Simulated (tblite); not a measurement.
A geometry optimisation, step by step.

Species: C5H13N3Si.
Atom-mapped SMILES: `[CH2:1]=[N:2][CH2:3][Si@:4]1([NH2:5])[CH2:6][CH2:7][N:8]1[CH3:9]` (hydrogens: H10, H11 on C1; H12, H13 on C3; H14, H15 on N5; H16, H17 on C6; H18, H19 on C7; H20, H21, H22 on C9)

Computed with GFN2-xTB (tblite), gas phase: L-BFGS steps from a force-field or distance-geometry start until the largest atomic force falls under 0.01 eV/Å. 8 of its 159 geometries are shown.

Step 0: E = -754.3275 eV, largest atomic force 3.630 eV/Å
```
atom  x, y, z in Å  |  force x, y, z in eV/Å
C1      2.661    0.858    0.693   -0.076   1.679  -2.452
N2      2.374    1.414   -0.440    1.197  -0.700   2.536
C3      1.080    1.234   -0.997    0.589   1.288  -1.150
Si4     0.330   -0.269   -0.292   -0.274  -1.093   0.658
N5      1.458   -1.627   -0.150    0.261   0.431  -1.815
C6     -1.330   -0.816   -0.893   -0.581  -3.053  -1.876
C7     -1.537   -1.238    0.549   -1.065   0.746   0.124
N8     -0.833   -0.061    1.045    0.259   0.796   2.255
C9     -1.727    1.081    0.834   -0.552   0.445   0.553
H10     3.666    1.032    1.075   -0.364  -0.096  -0.087
H11     1.956    0.261    1.262    0.079   0.069   0.194
H12     1.249    1.080   -2.096   -0.238   0.514   0.756
H13     0.460    2.164   -0.846    0.767  -0.783  -0.287
H14     2.063   -1.602   -1.029   -0.778  -0.241   1.661
H15     1.013   -2.545   -0.126    0.226   0.298   0.053
H16    -2.034   -0.037   -1.194    0.158  -0.854  -0.260
H17    -1.277   -1.732   -1.510   -0.746   0.671  -0.538
H18    -0.999   -2.153    0.871   -0.658   0.515  -0.311
H19    -2.598   -1.182    0.901    0.790  -0.730  -0.129
H20    -1.494    1.623   -0.091   -0.218   0.194   0.271
H21    -1.701    1.809    1.672    0.280  -0.499  -0.289
H22    -2.793    0.725    0.763    0.943   0.404   0.133
```

Step 23: E = -755.8294 eV, largest atomic force 0.283 eV/Å
```
atom  x, y, z in Å  |  force x, y, z in eV/Å
C1      2.753    1.024    0.702   -0.023   0.025   0.020
N2      2.479    1.344   -0.476   -0.096   0.111  -0.107
C3      1.196    1.194   -1.099   -0.043   0.034   0.032
Si4     0.153   -0.315   -0.569    0.040  -0.117  -0.091
N5      1.325   -1.528   -0.227    0.012   0.024  -0.019
C6     -1.479   -1.192   -1.134    0.199   0.104  -0.120
C7     -1.752   -1.209    0.375   -0.064  -0.088  -0.231
N8     -0.902   -0.094    0.827   -0.212   0.006  -0.046
C9     -1.620    1.141    1.087   -0.051   0.082   0.076
H10     3.744    1.294    1.050   -0.018  -0.114  -0.029
H11     2.109    0.514    1.429   -0.113   0.123  -0.228
H12     1.367    1.227   -2.180    0.011  -0.090   0.150
H13     0.627    2.095   -0.858    0.036   0.028  -0.024
H14     2.251   -1.469   -0.619   -0.128  -0.165   0.122
H15     1.032   -2.461    0.009    0.210   0.021  -0.070
H16    -2.225   -0.584   -1.647    0.192   0.010   0.035
H17    -1.430   -2.159   -1.638    0.034   0.113   0.195
H18    -1.360   -2.131    0.808   -0.116   0.019   0.121
H19    -2.796   -1.086    0.662   -0.017  -0.030   0.013
H20    -1.549    1.885    0.284    0.047  -0.107  -0.002
H21    -1.253    1.617    1.998    0.049  -0.074   0.081
H22    -2.680    0.912    1.216    0.049   0.086   0.122
```

Step 45: E = -756.3678 eV, largest atomic force 0.236 eV/Å
```
atom  x, y, z in Å  |  force x, y, z in eV/Å
C1      2.588    1.209    0.518    0.081   0.058   0.062
N2      2.415    1.254   -0.721   -0.135   0.078  -0.017
C3      1.097    1.099   -1.261   -0.011  -0.018  -0.008
Si4     0.193   -0.431   -0.555   -0.039   0.131   0.193
N5      1.448   -1.532   -0.153   -0.031  -0.089   0.009
C6     -1.295   -1.391   -1.232   -0.046   0.047  -0.060
C7     -2.099   -0.916   -0.020   -0.002  -0.115  -0.076
N8     -1.106    0.010    0.508    0.006  -0.089   0.042
C9     -1.372    0.974    1.551    0.005  -0.114  -0.031
H10     3.587    1.375    0.898    0.008  -0.032   0.003
H11     1.800    1.024    1.262    0.062   0.072  -0.123
H12     1.181    1.044   -2.347    0.100   0.061   0.069
H13     0.516    1.994   -1.017    0.021  -0.090  -0.070
H14     2.389   -1.267    0.084   -0.047  -0.008  -0.032
H15     1.232   -2.478    0.102    0.088  -0.104   0.072
H16    -1.699   -1.005   -2.155   -0.109   0.067  -0.176
H17    -1.209   -2.465   -1.339    0.056  -0.016   0.130
H18    -2.313   -1.746    0.668    0.013   0.144   0.065
H19    -3.046   -0.441   -0.291    0.055   0.113   0.093
H20    -1.504    1.976    1.128   -0.110   0.030   0.025
H21    -0.544    1.028    2.264    0.008  -0.095  -0.064
H22    -2.271    0.704    2.107    0.027  -0.030  -0.106
```

Step 68: E = -756.4679 eV, largest atomic force 0.179 eV/Å
```
atom  x, y, z in Å  |  force x, y, z in eV/Å
C1      2.595    1.407    0.439    0.001   0.025  -0.103
N2      2.404    1.248   -0.789    0.049  -0.011   0.122
C3      1.102    1.001   -1.319    0.003  -0.053  -0.036
Si4     0.214   -0.488   -0.503   -0.017  -0.167   0.061
N5      1.458   -1.582   -0.053    0.051  -0.001   0.039
C6     -1.305   -1.351   -1.263   -0.026  -0.040  -0.034
C7     -2.166   -0.667   -0.204   -0.079   0.083   0.060
N8     -1.079   -0.093    0.573   -0.094   0.002  -0.009
C9     -1.335    0.698    1.738   -0.070   0.132   0.092
H10     3.610    1.580    0.767    0.019   0.042   0.052
H11     1.819    1.387    1.213   -0.013   0.000  -0.062
H12     1.237    0.828   -2.385   -0.004   0.026  -0.114
H13     0.466    1.883   -1.210    0.045   0.025   0.055
H14     2.400   -1.269    0.114   -0.087  -0.072  -0.015
H15     1.267   -2.484    0.353    0.049   0.102  -0.006
H16    -1.592   -1.143   -2.285   -0.031   0.097  -0.025
H17    -1.292   -2.426   -1.135    0.042  -0.036  -0.013
H18    -2.774   -1.345    0.409    0.035   0.005  -0.093
H19    -2.826    0.105   -0.628    0.057  -0.082   0.085
H20    -1.732    1.693    1.492   -0.003   0.012  -0.068
H21    -0.410    0.831    2.296   -0.013  -0.025   0.023
H22    -2.073    0.207    2.381    0.086  -0.064  -0.010
```

Step 90: E = -756.5199 eV, largest atomic force 0.153 eV/Å
```
atom  x, y, z in Å  |  force x, y, z in eV/Å
C1      2.614    1.503    0.379   -0.019  -0.027   0.142
N2      2.462    1.084   -0.791   -0.079  -0.004  -0.125
C3      1.149    0.888   -1.316   -0.033  -0.015   0.002
Si4     0.215   -0.561   -0.459   -0.024  -0.031  -0.007
N5      1.451   -1.602    0.109    0.071   0.032   0.019
C6     -1.334   -1.254   -1.341   -0.012   0.026   0.030
C7     -2.180   -0.652   -0.217    0.064  -0.009   0.067
N8     -1.088   -0.123    0.587   -0.016  -0.048  -0.082
C9     -1.351    0.630    1.778    0.072  -0.036   0.001
H10     3.614    1.654    0.755    0.042  -0.027  -0.025
H11     1.790    1.714    1.071   -0.005   0.107  -0.024
H12     1.246    0.707   -2.388    0.035   0.037   0.076
H13     0.528    1.779   -1.173    0.072  -0.006  -0.033
H14     2.424   -1.360    0.013   -0.143  -0.054   0.011
H15     1.301   -2.453    0.623   -0.017   0.034  -0.028
H16    -1.570   -0.843   -2.317   -0.003  -0.041   0.019
H17    -1.417   -2.335   -1.395    0.064   0.063   0.004
H18    -2.765   -1.389    0.345   -0.016   0.029  -0.047
H19    -2.849    0.145   -0.563   -0.045  -0.036   0.035
H20    -1.942    1.529    1.562    0.002  -0.001  -0.011
H21    -0.407    0.929    2.227    0.036   0.042   0.000
H22    -1.899    0.030    2.512   -0.046  -0.036  -0.023
```

Step 113: E = -756.5882 eV, largest atomic force 0.089 eV/Å
```
atom  x, y, z in Å  |  force x, y, z in eV/Å
C1      2.673    1.624    0.353   -0.003   0.053  -0.038
N2      2.470    0.908   -0.656    0.024  -0.042   0.015
C3      1.200    0.887   -1.284   -0.022  -0.032   0.039
Si4     0.179   -0.538   -0.495   -0.025  -0.026   0.026
N5      1.349   -1.544    0.254    0.073  -0.037  -0.036
C6     -1.369   -1.228   -1.389    0.000  -0.016   0.006
C7     -2.208   -0.719   -0.212    0.004   0.032   0.004
N8     -1.120   -0.140    0.556   -0.022   0.070   0.013
C9     -1.330    0.574    1.780    0.031  -0.033   0.036
H10     3.643    1.579    0.827   -0.039   0.029   0.001
H11     1.928    2.304    0.787    0.068  -0.017  -0.013
H12     1.352    0.698   -2.347   -0.004   0.063   0.055
H13     0.646    1.825   -1.149   -0.002  -0.011  -0.061
H14     2.308   -1.492   -0.044    0.004  -0.025   0.024
H15     1.120   -2.427    0.677   -0.002  -0.011  -0.029
H16    -1.651   -0.782   -2.336   -0.003   0.010  -0.005
H17    -1.400   -2.307   -1.500   -0.008   0.029   0.026
H18    -2.716   -1.517    0.341    0.019   0.013   0.004
H19    -2.952    0.034   -0.495   -0.022  -0.017  -0.014
H20    -1.978    1.449    1.638    0.019  -0.055  -0.026
H21    -0.363    0.905    2.155   -0.047   0.013  -0.012
H22    -1.788   -0.073    2.537   -0.040   0.009  -0.014
```

Step 135: E = -756.6122 eV, largest atomic force 0.059 eV/Å
```
atom  x, y, z in Å  |  force x, y, z in eV/Å
C1      2.740    1.748    0.305    0.007  -0.027  -0.022
N2      2.474    0.868   -0.547    0.008   0.016  -0.015
C3      1.226    0.859   -1.218   -0.004   0.019   0.005
Si4     0.172   -0.558   -0.466   -0.005   0.009  -0.016
N5      1.315   -1.661    0.175    0.018   0.014   0.005
C6     -1.374   -1.224   -1.373   -0.027   0.010  -0.011
C7     -2.218   -0.704   -0.208    0.007  -0.008   0.012
N8     -1.141   -0.079    0.539    0.000   0.005   0.011
C9     -1.378    0.549    1.805   -0.003   0.007  -0.007
H10     3.689    1.695    0.817    0.007   0.016   0.017
H11     2.075    2.577    0.572   -0.010  -0.005  -0.009
H12     1.417    0.659   -2.273   -0.001  -0.042   0.042
H13     0.685    1.811   -1.132    0.000   0.010   0.005
H14     2.292   -1.556   -0.037    0.014  -0.013   0.028
H15     1.080   -2.560    0.557    0.010  -0.008  -0.027
H16    -1.639   -0.769   -2.320   -0.008  -0.007  -0.028
H17    -1.418   -2.302   -1.490   -0.011   0.013   0.015
H18    -2.700   -1.500    0.374    0.002  -0.002  -0.030
H19    -2.986    0.019   -0.506    0.007  -0.005   0.024
H20    -2.053    1.407    1.696   -0.012   0.013  -0.002
H21    -0.432    0.895    2.216   -0.009  -0.012  -0.014
H22    -1.835   -0.153    2.512    0.009  -0.005   0.014
```

Step 158: E = -756.6161 eV, largest atomic force 0.009 eV/Å
```
atom  x, y, z in Å  |  force x, y, z in eV/Å
C1      2.751    1.773    0.290   -0.005   0.000   0.001
N2      2.481    0.864   -0.529   -0.001   0.006   0.006
C3      1.235    0.844   -1.203    0.000  -0.003   0.000
Si4     0.170   -0.564   -0.450   -0.003   0.000  -0.001
N5      1.312   -1.678    0.178   -0.003  -0.005  -0.002
C6     -1.377   -1.212   -1.373   -0.002   0.000  -0.003
C7     -2.223   -0.700   -0.205    0.003  -0.002   0.002
N8     -1.146   -0.089    0.553    0.001   0.007   0.000
C9     -1.390    0.544    1.816    0.002  -0.004  -0.006
H10     3.698    1.738    0.808   -0.003  -0.001   0.002
H11     2.087    2.615    0.520    0.004  -0.002  -0.001
H12     1.433    0.613   -2.249    0.000  -0.003  -0.002
H13     0.699    1.800   -1.143    0.002   0.002  -0.001
H14     2.294   -1.538    0.018   -0.001  -0.001   0.001
H15     1.085   -2.616    0.459    0.003   0.006  -0.002
H16    -1.635   -0.750   -2.319   -0.001   0.002  -0.003
H17    -1.428   -2.288   -1.495   -0.001   0.002   0.004
H18    -2.710   -1.502    0.360   -0.002  -0.003   0.003
H19    -2.986    0.031   -0.493    0.002  -0.002  -0.001
H20    -2.081    1.388    1.703    0.001  -0.003   0.000
H21    -0.449    0.908    2.220    0.002   0.002  -0.001
H22    -1.830   -0.162    2.531    0.001   0.001   0.004
```

Q: Summarise the path.

A: The energy falls by 220.81 kJ/mol from step 0 to step 158; nine tenths of that is first reached at step 47. It rises by more than 0.2 meV at step 31. The largest force goes from 3.630 to 0.009 eV/Å. Among the bonds C3–Si4 changes most, from 1.822 to 1.919 Å; the atoms move by 1.249 Å rms after alignment.

The cost below is that of the whole relaxation. On one thread of an Arm Neoverse N1, no GPU, shared host with 64 logical CPUs at a one-minute load of 53, this took 2.5 s of wall time.
